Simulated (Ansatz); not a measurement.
F4Sn, SMILES [F][Sn-]([F])([F])[F] (connectivity only; charge and spin as stated), charge -1, multiplicity 2.

The structure is a stationary point at B3LYP-D3(BJ)/def2-SVPD. The geometry has at least one imaginary mode, so it is a saddle point at that level. The def2 effective core potentials stand for the cores of Sn; spin–orbit coupling is left out.

Two levels are set side by side: PBE/def2-SVPD (Ansatz, an electronic-structure program) and PBE0/def2-SVPD (Ansatz). Energy differences of separate SCF runs at the same geometry; the states with an electron removed or added have multiplicity 1. Differences are taken from unrounded values.

```csv
quantity,PBE
vertical ionisation energy (eV),3.62
```

### Question
These are the PBE values. What does PBE0 give? (An estimate is asked for; the answer gives what the named calculation found.)

### Answer

| quantity | PBE0 | PBE minus PBE0 |
|---|---|---|
| vertical ionisation energy (eV) | 3.76 | -0.14 |
